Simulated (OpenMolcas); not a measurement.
Ce3+ among 6 point charges of -0.5 e arranged as a trigonal antiprism (D3d), with a polar angle of 54.2° against the regular 54.74°.

```
Program             : OpenMolcas 26.06
Method              : CASSCF
Basis               : ANO-RCC-VDZP [7s6p4d2f1g]
Scalar Hamiltonian  : DKH2, point nucleus
Active space        : 1 electron in 7 orbitals (4f)
State averaging     : 2S+1 = 2 odd, 7 roots
Spin-orbit coupling : state interaction with AMFI integrals over the reference wave functions
```

All point charges move together. At R = 2.27 Å the width of the lowest J multiplet is 298 cm-1, and at R = 2.53 Å it is 177 cm-1.

**Question.** A third run gives 144 cm-1. What distance was it run at?

**Answer.** With a power law R^-n the two known points give n = -ln(177 / 298) / ln(2.53 / 2.27) = 4.80. Then R = 2.27 × (298 / 144)^(1/4.80) = 2.641 Å. The run was at 2.64 Å, so the estimate is off by +0.001 Å.

Point charges carry no covalency, so the field is a model and not that of real ligands. No measured value stands beside these numbers.
